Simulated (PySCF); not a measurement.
Computed with PBE0-D4/def2-TZVP (PySCF). Isolated molecules, 0 K electronic values unless said otherwise. One relaxed conformer stands for a flexible species; it need not be the lowest. Excitations are Tamm–Dancoff values on a coarser integration grid. The basis has no diffuse functions, so Rydberg states are missing or too high.

Reference species (SMILES): `O[SiH3]` (neutral, multiplicity 1).

| Property | Result |
|---|---|
| HOMO–LUMO gap | 8.77 eV |
| S1 excitation (TDA) | 7.14 eV |

Changed species: `O[SiH2][SiH3]` (H–O–Si–Si torsion 59°) (X = silyl; the reference has X = H).

Question: Predict the effect on the HOMO–LUMO gap and S1 excitation (TDA).

Answer: the HOMO–LUMO gap drops by 1.38 eV, to 7.39 eV; the S1 excitation (TDA) decreases by 1.08 eV, to 6.06 eV.
